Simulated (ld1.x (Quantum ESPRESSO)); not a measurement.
## Before and after: RRKJ potential for Au (Z = 79)

```json
{
  "Element": "gold",
  "Generator": "ld1.x (Quantum ESPRESSO) 7.5",
  "Type": "norm-conserving RRKJ (Kleinman–Bylander form)",
  "Functional": "PBEsol",
  "Relativity": "scalar-relativistic",
  "Frozen core": "[Xe] 4f14",
  "Valence charge": "11",
  "Reference configuration": "5d10 6s0.75 6p0.25",
  "Partial waves": "6p (bound): rc 3.40 bohr; 5d (bound): rc 1.70 bohr; 6s (bound): rc 2.40 bohr",
  "Local potential": "the s channel",
  "Core correction": "a·sin(br)/r model core inside 0.85 bohr"
}
```

All-electron outer shells of the reference configuration (PBEsol, scalar-relativistic, ld1.x):

```
shell  level (eV)  outermost node (bohr)  outermost maximum (bohr)
   4f      -81.80                      –                      0.37
   5p      -60.43                   0.52                      0.96
   5d       -7.50                   0.56                      1.21
   6s       -6.26                   1.11                      2.29
   6p       -1.04                   1.32                      3.51
```

Change: all radii but the core radius scaled by about 1.27 (s 3.06, p 4.34, d 2.16 bohr).

Cutoffs: the cutoffs (Ry, on a coarse ladder) from which the occupation-weighted sum of valence levels, in a spherical-Bessel basis at the reference potential, stays within 10 and 1 mRy of its value at 400 Ry; they do not see the model core or the augmentation charge, which bear on the density cutoff. Errors are all-electron minus pseudo energies relative to the spin-unpolarised reference configuration.

Task: Predict the effect on cutoff, ghosts and configuration errors.

Result: The potential gets softer (40 Ry and 55 Ry → 35 Ry and 40 Ry); of the 7 tests that both files solve, the error grows in 3 and shrinks in 3 by more than 15 % and 0.3 meV (median size 70.3 → 19.3 meV); neither file shows a bound ghost. A larger radius leaves more room for a smooth pseudo-wave, so fewer plane waves are needed.

| quantity | base | changed |
| --- | --- | --- |
| cutoff, loose | 40 Ry | 35 Ry |
| cutoff, tight | 55 Ry | 40 Ry |
| loose cutoff by channel (10 mRy a level) | p 6 Ry, d 35 Ry, s 8 Ry | p 6 Ry, d 30 Ry, s 6 Ry |
| bound ghosts | none | none |
| error for 5d10 6s1 6p0, meV [ΔE -1.29 eV] | +0.1 | +0.5 |
| error for 5d10 6s0 6p0, meV [ΔE 8.15 eV] | -13 | -6.3 |
| error for 5d9 6s0 6p0, meV [ΔE 29.39 eV] | -70 | -103 |
| error for 5d10 6s0 6p1, meV [ΔE 4.05 eV] | -4.3 | -0.8 |
| error for 5d9 6s1 6p1, meV [ΔE 6.27 eV] | -82 | -19 |
| error for 5d8 6s0 6p0, meV [ΔE 63.30 eV] | -362 | -430 |
| error for 5d7 6s0 6p0, meV [ΔE 111.04 eV] | -1008 | -1078 |
